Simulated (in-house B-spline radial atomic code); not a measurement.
Computed with a B-spline radial atomic code. Model: two electrons, singlet ground state, non-relativistic, full CI in B-splines with partial waves to l = 8 (at full coupling up to 3e-4 hartree above the limit, correlation up to 0.6 % small), density held at that of full coupling by Lieb maximisation.

Along the adiabatic connection the electron repulsion is scaled by a coupling λ while a local potential keeps the density fixed. At λ = 0 the system is the Kohn-Sham one and W equals the exchange energy; the exchange-correlation energy is the area under W between 0 and 1. The kinetic energy rises with λ as the electrons avoid each other, with dT/dλ = −λ dW/dλ.

Command:
```bash
python run_ac.py task.json out
```
Settings (lengths in bohr, energies in hartree):
```
potential              dot
strength               0.672
lmax                   8
second                 1
```

Run time, properties included: 20 s on 1 thread of Intel(R) Xeon(R) Processor @ 2.30GHz (shared host).

**W = mean repulsion less Hartree energy, and W of three functionals.**

Given: confinement charge in harmonic well; well frequency 0.672 hartree; nuclear charge 1; external potential omega^2 r^2/2 - Z/r.

Computed: PBE exchange minus exact 29.004 millihartree; SCAN exchange minus exact 4.1843 millihartree.

```tsv
coupling	W xc (hartree)	W xc minus exchange (millihartree)	kinetic minus Kohn-Sham (millihartree)	LDA (PW92) W minus its exchange (millihartree)	PBE W minus its exchange (millihartree)	SCAN W minus its exchange (millihartree)
0	-0.80428	0	0	0	0	0
0.02	-0.80612	-1.838	0.02	-11.38	-2.34	-1.86
0.05	-0.80883	-4.555	0.11	-23.07	-5.85	-4.58
0.12	?	?	?	?	?	?
0.25	-0.82582	-21.543	2.63	-71.83	-27.77	-21.2
0.4	-0.83739	-33.112	6.38	-96.83	-42.44	-32.36
0.6	-0.85146	-47.178	13.39	-123.45	-59.96	-45.88
0.8	-0.86416	-59.884	22.26	-145.29	-75.55	-58.12
1	-0.87569	-71.411	32.62	-163.89	-89.55	-69.27
1.4	-0.89579	-91.512	56.62	-194.47	-113.75	-88.9
2	-0.92021	-115.93	97.84	-229.64	-143.08	-113.17
3	-0.9505	-146.22	172.67	-271.85	-179.86	-144.04
4.5	?	?	?	?	?	?
7	-1.013	-208.75	465.33	-360.31	-260.61	-210.19
10	-1.0359	-231.62	657.03	-395.05	-293.18	-234.28
```

Task: What belongs in the row 0.12?

Result: W xc (hartree): -0.815; W xc minus exchange (millihartree): -10.719; kinetic minus Kohn-Sham (millihartree): 0.64; LDA (PW92) W minus its exchange (millihartree): -43.63; PBE W minus its exchange (millihartree): -13.84; SCAN W minus its exchange (millihartree): -10.66.

Task: What belongs in the row 4.5?

Result: W xc (hartree): -0.98134; W xc minus exchange (millihartree): -177.06; kinetic minus Kohn-Sham (millihartree): 286.68; LDA (PW92) W minus its exchange (millihartree): -314.76; PBE W minus its exchange (millihartree): -218.54; SCAN W minus its exchange (millihartree): -176.39.

Task: What is the LDA exchange minus exact?

Result: 118.14 millihartree.

**Energy parts, natural occupations and partial-wave weights.**

Computed: total energy 0.5787 hartree; kinetic part of the DFT correlation energy 0.032616 hartree; initial slope twice GL2 -0.092414 hartree; kinetic part over minus potential part 0.45673; Hartree energy 1.6086 hartree; Kohn-Sham kinetic 1.5387 hartree; Lieb Oxford ratio E_xc over LDA exchange 1.2287.

| natural | occupation of the shell (electrons) |
| --- | --- |
| s | 1.9785 |
| p | 0.016858 |
| s | 0.0035341 |
| d | 0.00060075 |
| p | ? |
| f | 7.2681e-05 |

Task: What belongs in the row p?

Result: occupation of the shell (electrons): 0.0002432.

```
wave      weight
   s     0.99106
   p           ?
   d  0.00032144
   f    4.12e-05
   g  9.3251e-06
```

Task: What belongs in the row p?

Result: weight: 0.0085589.

Task: What is the correlation energy?

Result: -0.038795 hartree.

Task: What is the exchange energy?

Result: -0.80428 hartree.

Half-way to full coupling W has made 56 % of its drop, against 50 % for a straight line, and second-order (GL2) theory, half the initial slope, overshoots the correlation energy by about 19 %: a moderate bend, as in light atoms. Over couplings 0 to 1 the errors in E_xc come to about +54 millihartree for LDA, +19 millihartree for PBE, +5.2 millihartree for SCAN, so SCAN is nearest. In LDA and PBE the errors of exchange and correlation have opposite signs, so the sum is smaller than the larger of the two.
